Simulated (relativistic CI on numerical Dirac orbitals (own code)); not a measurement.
## Electric-dipole transitions in Re50+

Computed by Dirac-Coulomb-Breit CI, orbitals from a KLI potential per configuration, model QED, unscaled Slater integrals (own radial code, finite nucleus).

Configurations in the expansion (outside the closed core [Ne]): 3s2 3p6 3d7, 3s2 3p5 3d8, 3s2 3p4 3d9, 3s 3p6 3d8, 3p6 3d9, 3s 3p5 3d9, 3s2 3p6 3d6 4s, 3s2 3p6 3d6 4p, 3s2 3p4 3d8 4s, 3s2 3p6 3d6 4d, 3s2 3p4 3d8 4p, 3s2 3p5 3d7 4s, 3s2 3p6 3d6 4f, 3s2 3p4 3d8 4d, 3s 3p5 3d8 4s, 3s2 3p5 3d7 4p, 3s 3p5 3d8 4p, 3s2 3p5 3d7 4d, 3s2 3p6 3d5 4s2, 3s 3p5 3d8 4d, 3s 3p6 3d7 4s, 3p6 3d8 4s, 3s2 3p6 3d5 4s 4p, 3s2 3p5 3d7 4f, 3p6 3d8 4p, 3s2 3p6 3d6 5s, 3s 3p6 3d7 4p, 3s2 3p6 3d5 4p2, 3s2 3p6 3d6 5p, 3p6 3d8 4d, 3s2 3p5 3d6 4s2, 3s2 3p6 3d6 5d, 3s2 3p6 3d6 5f, 3s 3p6 3d6 4s2, 3s2 3p5 3d7 5s, 3s2 3p6 3d6 6s. Levels of other configurations are missing.

```tsv
λ vac (nm)	Lower	Upper	A (s⁻¹)	E lower (Ry)	E upper (Ry)
0.56484	3s2 3p6 3d7 4F_9/2 [1]	3s2 3p5 3d7 4s 2G°_9/2 [383]	1.45e+13	0.000	161.332
0.56603	3s2 3p6 3d7 4F_9/2 [1]	3s2 3p5 3d7 4s 4G°_11/2 [378]	8.30e+12	0.000	160.993
0.56639	3s2 3p6 3d7 2D_5/2 [3]	3s2 3p5 3d7 4s 2F°_7/2 [400]	2.02e+13	1.498	162.387
0.56765	3s2 3p6 3d7 4F_9/2 [1]	3s2 3p5 3d7 4s 4G°_11/2 [375]	1.89e+13	0.000	160.533
0.62107	3s2 3p6 3d7 4F_9/2 [1]	3s2 3p6 3d6 4p 4F°_9/2 [213]	8.16e+12	0.000	146.725
0.63392	3s2 3p6 3d7 4F_9/2 [1]	3s2 3p6 3d6 4p 2H°_11/2 [193]	9.12e+12	0.000	143.751
1.7017	3s2 3p6 3d7 2H_9/2 [15]	3s2 3p5 3d8 2F°_7/2 [63]	4.71e+12	11.522	65.071
1.7207	3s2 3p6 3d7 4F_9/2 [5]	3s2 3p5 3d8 2G°_9/2 [50]	1.78e+12	5.671	58.630
1.7414	3s2 3p6 3d7 2H_11/2 [9]	3s2 3p5 3d8 2G°_9/2 [50]	5.08e+12	6.301	58.630
1.7417	3s2 3p6 3d7 2F_7/2 [10]	3s2 3p5 3d8 2F°_5/2 [52]	4.05e+12	6.827	59.148
1.7464	3s2 3p5 3d8 2H°_11/2 [35]	3s2 3p4 3d9 2G_9/2 [93]	5.70e+12	38.296	90.475
1.7489	3s2 3p6 3d7 4F_9/2 [5]	3s2 3p5 3d8 4D°_7/2 [49]	1.96e+12	5.671	57.775
2.0910	3s2 3p5 3d8 4G°_11/2 [20]	3s 3p6 3d8 4F_9/2 [76]	3.26e+12	30.820	74.402
2.6662	3s2 3p6 3d7 4F_9/2 [1]	3s2 3p5 3d8 4D°_7/2 [25]	2.16e+12	0.000	34.179
2.6900	3s2 3p6 3d7 4F_7/2 [4]	3s2 3p5 3d8 4D°_5/2 [37]	1.23e+12	5.152	39.028
2.6924	3s2 3p6 3d7 4F_9/2 [5]	3s2 3p5 3d8 2G°_7/2 [39]	1.84e+12	5.671	39.517
2.7220	3s2 3p6 3d7 2D_5/2 [3]	3s2 3p5 3d8 2P°_3/2 [28]	1.55e+12	1.498	34.976
2.7334	3s2 3p6 3d7 2H_11/2 [9]	3s2 3p5 3d8 2G°_9/2 [40]	1.57e+12	6.301	39.639
2.7703	3s2 3p6 3d7 2D_5/2 [3]	3s2 3p5 3d8 2D°_5/2 [27]	1.12e+12	1.498	34.393
2.8210	3s2 3p6 3d7 4F_9/2 [1]	3s2 3p5 3d8 4F°_9/2 [23]	1.10e+12	0.000	32.303
```

Terms are leading LS components. Brackets give the number of a level in order of energy, since labels repeat. The list gives strong lines, with weight on those to low levels, without lines whose two gauges differ by over a factor of 2.5, among the lowest 400 of 9866 levels, so that lines to higher ones, which can be the strongest, are missing. Levels whose partners in the same complex of configurations lie outside the list can be far off, and so can their lines. Rates are taken at the computed energies, electric ones in the length gauge.

At this charge energies of transitions that change n are usually good to better than 1 %, and those within a shell (Δn = 0) to a few per cent.

LS names give the leading component of a level, which can be under half, so a name can repeat, a term be missing and a line seem to break the LS rules.
